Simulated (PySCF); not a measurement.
# One molecule, several mistakes: Al2BH5N

These are calculations, not measurements. They come from PySCF 2.14.0, an open-source quantum chemistry program, on an isolated molecule that a program drew, which may never have been made. The molecule is Al2BH5N (charge 0, doublet), drawn as the SMILES string `N[B][AlH][AlH2]`.

Each row is a Hartree-Fock (HF) and frozen-core CCSD(T) single point in the cc-pV(D+d)Z basis, meant for a local HF minimum. Run 1 is clean. Each other run has one planted mistake out of seven kinds, and not every kind appears here: one electron removed, one electron added, multiplicity raised by two, geometry at a saddle point, minimal basis STO-3G, one bond length entered in bohr, all coordinates scaled. The reference is restricted for singlets and unrestricted otherwise, and also for a bond in bohr. Adding or removing an electron swaps singlet and doublet. Electrons count all cores. HOMO and LUMO are orbital energies over both spins, the gradient is its largest component, and the lowest frequency (negative if imaginary) is given only where the gradient is small. Bond lengths are over the 8 bonds as drawn. T1 is the CCSD diagnostic: over 0.02 (restricted) or 0.045 (unrestricted) a single reference is doubtful.

Geometry of the clean run:
```xyz
9
Al2BH5N, angstrom
N    -4.0339    2.0495   -1.8831
B    -3.2444    2.0248   -0.7669
Al   -2.0392    1.9402    0.8807
Al   -0.2091    0.0757    0.9698
H    -3.8077    2.5799   -2.7023
H    -4.8962    1.5446   -1.9551
H    -2.3111    3.0346    2.0012
H     0.7976   -0.1222    2.1870
H    -0.0272   -0.9634   -0.2248
```

```
run,electrons,basis functions,<S^2>,HOMO (eV),LUMO (eV),gradient (hartree/bohr),lowest frequency (cm^-1),mean bond (Å),longest bond (Å),T1,HF (hartree),CCSD(T) (hartree),mistake
1,43,99,0.760,-7.03,0.38,2.9e-05,55,1.6004,2.614,0.0187,-565.85427,-566.28170,no fault
2,43,99,1.565,-7.07,0.38,8.4e-03,-,1.7775,3.008,0.0534,-565.76005,-566.17864,one bond length entered in bohr
3,43,33,0.770,-3.96,7.66,3.9e-02,-,1.6004,2.614,0.0203,-558.93759,-559.12327,minimal basis STO-3G
4,43,99,0.759,-7.05,0.41,1.6e-02,-,1.5716,2.567,0.0181,-565.85168,-566.27761,all coordinates scaled
5,44,99,0.000,-0.48,5.25,2.3e-02,-,1.6004,2.614,0.0236,-565.84130,-566.31470,one electron added
6,42,99,0.000,-13.50,-5.34,6.8e-02,-,1.6004,2.614,0.0155,-565.62937,-566.04134,?
```

**Which mistake was planted in run 6, and what did it cost?**

It counts 42 electrons, one fewer than the clean run, at the same geometry and basis. So the mistake is: one electron removed. Subtracting run 1 and multiplying by 627.51 kcal/mol a hartree, the energy moved by 141.1 kcal/mol in HF and 150.8 kcal/mol in CCSD(T).

Cautions from the logs. Run 2: T1 is over the limit, so its CCSD(T) energy is less reliable; run 5: T1 is over the limit, so its CCSD(T) energy is less reliable.
